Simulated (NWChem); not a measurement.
Molecule: SiNH5; SMILES N[SiH3]

```xyz
7

Si    -0.0110     0.5555     0.0000
N     -0.0410    -1.1779     0.0000
H     -0.7214     1.0285    -1.2263
H     -0.7214     1.0285     1.2263
H      1.3450     1.2052     0.0000
H      0.2705    -1.6697    -0.8309
H      0.2705    -1.6697     0.8309
```
Atoms are numbered in this order, from 1.

Program: NWChem. The geometry was optimised at PBE0/def2-SVP. Level: PBE0/def2-SVP with SMD (1 M gas to 1 M solution), gas-phase geometry. Reactions with the solvent are ignored.

Q: Predict the results for solvent n-hexane. Quantities: solvation free energy (kcal/mol); cavity-dispersion-structure term (kcal/mol); dipole in solution (D).

A: 
* **solvation free energy (kcal/mol)**: -1.2
* **cavity-dispersion-structure term (kcal/mol)**: 0.4
* **dipole in solution (D)**: 1.59
